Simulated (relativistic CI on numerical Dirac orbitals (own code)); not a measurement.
N VI: q coefficients

Calculated at this level of theory: Dirac-Coulomb-Breit CI, KLI orbitals optimised for each configuration, valence Slater integrals scaled by 0.85, P86 correlation energy added to each configuration, derivatives by finite differences, QED left out (own radial code, finite nucleus).

CI space: 1s², 1s2s, 1s2p. Levels of other configurations are missing.

With x = (α/α₀)² − 1 an excitation energy changes as ω = ω₀ + qx; K = 2q/ω₀ is the relative enhancement. Terms are leading LS components, so labels can repeat.

Lowest level 1s² ¹S0.

| Level | ω₀ (cm⁻¹) | q (cm⁻¹) |
| --- | --- | --- |
| 1s2s ³S1 | 3383059 | 965.1 |
| 1s2s ¹S0 | 3429599 | 1233 |
| 1s2p ³P°0 | 3436979 | 1398 |
| 1s2p ³P°1 | 3436982 | 1398 |
| 1s2p ³P°2 | 3437267 | 1686 |
| 1s2p ¹P°1 | 3470288 | 1453 |

**Question.** Which transition from the lowest level has the largest |K|?

**Answer.** 1s2p ³P°2 at 3437267 cm⁻¹, K = 0.000981.
